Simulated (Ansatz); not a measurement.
Consider the hydrogenolysis of the Si–Si bond: `N=C(O)[SiH2][SiH3]` + H₂ → `N=C(O)[SiH3]` + SiH₄.

Gas-phase electronic energies from Ansatz, PBE0-D4/def2-TZVP geometries. CCSD(T)/CBS is the MP2 limit (def2-TZVPP, def2-QZVPP) plus CCSD(T) − MP2 in def2-TZVPP, frozen cores. This one scheme is used for every species. DFT in def2-TZVPP. One conformer a species, not always the lowest.

```tsv
level	ΔE (eV)
PBE0	-0.14
CCSD/def2-TZVPP	-0.26
CCSD(T)/def2-TZVPP	-0.20
MP2/def2-QZVPP	-0.18
```

(1) What does CCSD(T)/CBS give? (Best estimate.)

Largest T1 diagnostic among the species: 0.015.

Answers

(1) Computed: -0.17 eV. The listed levels differ from it by 0.03, -0.09, -0.03, -0.01 eV.

The D4 term adds +0.11 eV with B3LYP and +0.06 eV with PBE0; it sums over pairs of atoms, weighted by their polarisabilities, and B3LYP, whose exchange is more repulsive, gets the larger term. From PBE to PBE0 (25 % exact exchange), in def2-TZVPP and without D4, ΔE moves by −0.06 eV.

B3LYP here is the variant with VWN-RPA as its local correlation; programs differ in this.
